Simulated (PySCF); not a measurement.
From one molecule to another.

First species: C5H7F2NSi.
Structure used (GFN2-xTB), in Å, numbered top down from 1:
```xyz
16
C5H7F2NSi angstrom
F     -2.5668   -0.5661    1.4675
C     -2.4373    0.3758    0.4913
F     -3.6907    0.5658   -0.0083
Si    -1.2670   -0.2431   -0.9205
N      0.3550   -0.0832   -0.3141
C      0.7780   -0.0599    0.9974
C      2.1349   -0.0288    1.0328
C      2.5876   -0.0367   -0.3112
C      1.4839   -0.0744   -1.1004
H     -2.1514    1.3136    0.9893
H     -1.6096   -1.6384   -1.1915
H     -1.4453    0.6682   -2.0480
H      0.0677   -0.0742    1.7996
H      2.7522   -0.0007    1.9089
H      3.6089   -0.0160   -0.6366
H      1.3920   -0.0932   -2.1676
```

Second species: C₆H₁₁P.
Numbering: `[CH2:1]=[CH:2][P:3]([CH3:4])[C:5](=[CH2:6])[CH3:7]` (hydrogens: H8, H9 on C1; H10 on C2; H11, H12, H13 on C4; H14, H15 on C6; H16, H17, H18 on C7)

Cartesian coordinates in Å at the GFN2-xTB level; atoms count from 1:
```
atom  x, y, z in Å
C1    -2.225   -0.747    1.352
C2    -1.562   -0.172    0.363
P3    -0.107    0.903    0.639
C4    -0.433    2.076   -0.755
C5     1.130   -0.226   -0.125
C6     1.905    0.109   -1.146
C7     1.274   -1.527    0.604
H8    -3.081   -1.383    1.181
H9    -1.935   -0.603    2.379
H10   -1.863   -0.317   -0.670
H11   -1.335    2.639   -0.516
H12    0.394    2.778   -0.840
H13   -0.572    1.548   -1.697
H14    2.663   -0.566   -1.516
H15    1.831    1.054   -1.655
H16    0.358   -2.113    0.521
H17    1.447   -1.338    1.663
H18    2.103   -2.109    0.207
```

Levels: PBE0/def2-SVPD for dipole moment, HOMO energy, LUMO energy, HOMO–LUMO gap, static isotropic polarisability and electronic spatial extent ⟨r²⟩ about the centre of nuclear charge; TDDFT PBE0/def2-SVPD for lowest singlet excitation; TDA PBE0/def2-SVPD for lowest triplet excitation (Tamm–Dancoff); GFN2-xTB for rotational constant A and rotational constant C. Geometries: GFN2-xTB. Each structure is a single optimised conformer of the isolated species, non-relativistic unless stated. Electronic properties by PySCF.

Dipoles, sizes and rotational constants follow the conformer. The torsions of the flexible species, by atom-mapped SMILES:
- `[F:1][CH:2]([F:3])[SiH2:4][n:5]1[cH:6][cH:7][cH:8][cH:9]1`: F1–C2–Si4–N5 -77°, C2–Si4–N5–C6 24°
- `[CH2:1]=[CH:2][P:3]([CH3:4])[C:5](=[CH2:6])[CH3:7]`: C1–C2–P3–C4 -145°, C2–P3–C5–C6 122°

Values for the first species:

| Property | Result |
| --- | --- |
| Dipole moment | 1.52 D |
| HOMO energy | -6.55 eV |
| LUMO energy | -0.06 eV |
| HOMO–LUMO gap | 6.49 eV |
| Lowest singlet excitation | 5.44 eV |
| Lowest triplet excitation (Tamm–Dancoff) | 4.19 eV |
| Static isotropic polarisability | 89.5 au |
| Electronic spatial extent ⟨r²⟩ about the centre of nuclear charge | 1631 bohr² |
| Rotational constant A | 3.507 GHz |
| Rotational constant C | 0.653 GHz |

Estimate the same properties for the second species, and the change in each.

```
                                                         property       first      second  second less first
                                                    dipole moment      1.52 D      1.06 D            -0.46 D
                                                      HOMO energy    -6.55 eV    -6.49 eV           +0.06 eV
                                                      LUMO energy    -0.06 eV    -0.44 eV           -0.38 eV
                                                    HOMO–LUMO gap     6.49 eV     6.05 eV           -0.44 eV
                                        lowest singlet excitation     5.44 eV     4.87 eV           -0.57 eV
                         lowest triplet excitation (Tamm–Dancoff)     4.19 eV     4.04 eV           -0.15 eV
                                  static isotropic polarisability     89.5 au    100.6 au           +11.1 au
electronic spatial extent ⟨r²⟩ about the centre of nuclear charge  1631 bohr²  1028 bohr²         -603 bohr²
                                            rotational constant A   3.507 GHz   2.677 GHz         -0.830 GHz
                                            rotational constant C   0.653 GHz   1.273 GHz         +0.620 GHz
```

On the first: The vertical singlet–triplet gap S1 − T1 is 1.25 eV (TDDFT singlet less Tamm–Dancoff triplet; S1: HOMO→LUMO, weight 0.97; T1: HOMO→LUMO+1, weight 0.78). In wavenumbers S1 is 43900 cm⁻¹ (1 eV = 8065.54 cm⁻¹).

On the second: The polarisability is 14.91 Å³ as a volume (1 au = 0.148185 Å³), or 1.62 au for each of the 62 electrons. S1 lies 1.18 eV below the HOMO–LUMO gap; its leading configuration is HOMO→LUMO, weight 0.94.
